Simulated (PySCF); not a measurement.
# Working out the ionisation energy of S⁺

S⁺ [Ne] 3s2 3p3 (4S) → S²⁺ [Ne] 3s2 3p2 (3P). Computed with PySCF 2.14 in Sapporo-DZP-2012, with scalar relativity by spin-free X2C-1e. Frozen: [Ne]. Energies in hartree (1 hartree = 27.21139 eV):

```csv
part,S⁺ (lower),S²⁺ (upper)
UHF,-398.094573,-397.257879
CCSD correlation,-0.091140,-0.076080
(T),-0.001078,-0.000903
```

**Question.** What does Hartree-Fock give?

**Answer.** (-397.257879) − (-398.094573) = 0.836694 hartree = 22.768 eV.

**Question.** What do CCSD and CCSD(T) give?

**Answer.** The CCSD correlation energies differ by 0.015060 hartree = 0.410 eV and the triples by 0.000175 hartree = 0.005 eV, so CCSD gives 23.178 eV and CCSD(T) 23.183 eV.

Reference: 23.338 eV (measured; NIST Atomic Spectra Database, ionization energies), between the lowest levels; spin-orbit coupling is absent from the calculation.

A double-zeta basis recovers only part of the correlation energy.

What remains against the reference includes basis incompleteness, the frozen core and higher excitations.
